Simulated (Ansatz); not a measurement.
**What each rung costs, and what it gives**

Saddle point of SnH₆SO, singlet (SnH₄S ([SH][SnH3]) + H₂O → SnH₄O ([OH][SnH3]) + H₂S; bonds formed: Sn1–O7, S2–H6; bonds broken: Sn1–S2, H6–O7), PBE0-D4/def2-TZVP structure:

```
9
angstrom
Sn -0.7663 0.7931 -0.0286
S 0.7947 -1.1716 1.5195
H -1.3771 1.4602 -1.4994
H -2.0636 0.0313 0.7590
H 0.1500 1.9786 0.7611
H 0.7728 -1.1021 -0.1312
O 0.4750 -0.5162 -1.1250
H 1.9230 -0.4481 1.5926
H 0.0915 -1.0249 -1.8481
```

Barriers are electronic and count from the start structure reached by relaxing down the imaginary mode.

Computed with Ansatz 0.2.0 (basis: as named in each row); correlated methods freeze the cores. Filled d shells of the heavier atoms are correlated. Core potentials replace the inner electrons of the atoms past krypton. The def2 sets are not built for correlating such inner shells, so the correlated values are less sure here. B3LYP uses VWN-RPA correlation. Extrapolation: Hartree–Fock as exp(−7.88 √X), correlation as X^−2.97.

Times are rough, for one single point on 4 threads of a shared host (Arm Neoverse V2).

The estimate by CCSD(T) at an estimated basis limit (MP2 extrapolated from triple and quadruple zeta, plus CCSD(T) − MP2 in triple zeta) is 26.50 kcal/mol.

```json
{"method": "SPW92", "basis": "def2-SVP", "time (s)": "under 1", "barrier (kcal/mol)": "11.91", "method less estimate": "-14.59"}
{"method": "PBE-D4", "basis": "def2-SVP", "time (s)": "under 1", "barrier (kcal/mol)": "17.55", "method less estimate": "-8.95"}
{"method": "PBE0-D4", "basis": "def2-SVP", "time (s)": "under 1", "barrier (kcal/mol)": "21.94", "method less estimate": "-4.56"}
{"method": "SPW92", "basis": "def2-TZVPP", "time (s)": "under 1", "barrier (kcal/mol)": "15.45", "method less estimate": "-11.05"}
{"method": "PBE-D4", "basis": "def2-TZVPP", "time (s)": "1", "barrier (kcal/mol)": "20.83", "method less estimate": "-5.67"}
{"method": "BLYP-D4", "basis": "def2-TZVPP", "time (s)": "1", "barrier (kcal/mol)": "22.36", "method less estimate": "-4.14"}
{"method": "B3LYP-D4", "basis": "def2-TZVPP", "time (s)": "2", "barrier (kcal/mol)": "25.07", "method less estimate": "-1.43"}
{"method": "BHLYP-D4", "basis": "def2-TZVPP", "time (s)": "2", "barrier (kcal/mol)": "28.76", "method less estimate": "2.26"}
{"method": "PBE0-D4", "basis": "def2-TZVPP", "time (s)": "2", "barrier (kcal/mol)": "24.37", "method less estimate": "-2.13"}
{"method": "CAM-B3LYP-D4", "basis": "def2-TZVPP", "time (s)": "2", "barrier (kcal/mol)": "25.63", "method less estimate": "-0.87"}
{"method": "CCSD(T)", "basis": "def2-SVP", "time (s)": "2", "barrier (kcal/mol)": "27.15", "method less estimate": "0.65"}
{"method": "r2SCAN-D4", "basis": "def2-TZVPP", "time (s)": "3", "barrier (kcal/mol)": "21.95", "method less estimate": "-4.55"}
{"method": "r2SCAN0-D4", "basis": "def2-TZVPP", "time (s)": "3", "barrier (kcal/mol)": "24.93", "method less estimate": "-1.57"}
{"method": "PBE-QIDH", "basis": "def2-TZVPP", "time (s)": "3", "barrier (kcal/mol)": "26.48", "method less estimate": "-0.02"}
{"method": "B2PLYP", "basis": "def2-TZVPP", "time (s)": "3", "barrier (kcal/mol)": "26.15", "method less estimate": "-0.35"}
{"method": "RPA on PBE", "basis": "def2-TZVPP", "time (s)": "3", "barrier (kcal/mol)": "27.30", "method less estimate": "0.80"}
{"method": "wB97M-V", "basis": "def2-SVP", "time (s)": "4", "barrier (kcal/mol)": "23.58", "method less estimate": "-2.92"}
{"method": "wB97X-V", "basis": "def2-TZVPP", "time (s)": "5", "barrier (kcal/mol)": "26.41", "method less estimate": "-0.09"}
{"method": "B97M-V", "basis": "def2-TZVPP", "time (s)": "6", "barrier (kcal/mol)": "24.59", "method less estimate": "-1.91"}
{"method": "wB97M-V", "basis": "def2-TZVPP", "time (s)": "6", "barrier (kcal/mol)": "26.29", "method less estimate": "-0.21"}
{"method": "MP2", "basis": "def2-QZVPP", "time (s)": "11", "barrier (kcal/mol)": "25.92", "method less estimate": "-0.58"}
{"method": "CCSD(T)", "basis": "def2-TZVPP", "time (s)": "71", "barrier (kcal/mol)": "27.71", "method less estimate": "1.21"}
```

All methods are single points on the PBE0-D4 structures.

T1 diagnostic: at most 0.014.

Labels in which every atom is bracketed show which atoms are joined, not bond orders.
